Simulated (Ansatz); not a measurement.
FHZn (SMILES [F][ZnH]) moved off its minimum; all values from Ansatz (a quantum-chemistry and plane-wave program), cores frozen in correlated methods.
(charge 0, multiplicity 1)
```xyz
3

Zn     0.0045    -0.0573    -0.2727
H     -0.1120     0.0254    -2.0139
F      0.1078     0.1235     1.4888
```

Problem. Give the forces (eV/Å), the total energy and the dipole at CCSD(T)/def2-TZVPPD.

Solution. 
```
atom      Fx      Fy      Fz
----  ------  ------  ------
Zn1   -0.133   0.379  -1.747
H2     0.152  -0.220   2.171
F3    -0.018  -0.159  -0.423
```
Energy -1878.6261 hartree, dipole 2.01 D.
